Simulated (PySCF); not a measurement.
Ge(OH)3(PH2) (GeH5O3P), SMILES [OH][Ge]([OH])([OH])[PH2]. Atoms are numbered in the order given.

```xyz
10

O     -0.3793     0.0968     1.8622
Ge    -0.2540     0.0161     0.0911
O     -1.1097     1.5038    -0.4027
O     -1.1098    -1.4382    -0.4686
P      1.8847    -0.1447    -0.7937
H     -0.7782     0.9365     2.1330
H     -1.2914     1.5408    -1.3514
H     -1.8658    -1.6431     0.0999
H      2.1885    -1.2725     0.0286
H      2.3953     0.7952     0.1539
```
Charge 0, spin multiplicity 1.

Coordinates come from a B3LYP-D3(BJ)/def2-SVP optimisation. The structure was generated by enumeration, and PubChem lists no compound with its InChIKey, so it may never have been made. The values are those of a single conformer.

Two levels are set side by side: PBE/pcSseg-1 (PySCF) and PBE0/pcSseg-1 (PySCF). GIAO shifts against GeH4 (⁷³Ge), H2O (¹⁷O), PH3 (³¹P), TMS (¹H) at the same level; non-relativistic, no solvent, atoms listed together averaged. Differences are taken from unrounded values.

```json
[
 {"quantity": "δ(⁷³Ge) of Ge2 (ppm)", "PBE0": "408.9", "PBE": "436.1", "PBE minus PBE0": "27.2"},
 {"quantity": "δ(³¹P) of P5 (ppm)", "PBE0": "1.3", "PBE": "13.0", "PBE minus PBE0": "11.7"}
]
```

Rough cost on one machine, each run with all the roots and properties that it gave: PBE0 against PBE within a factor of 2.
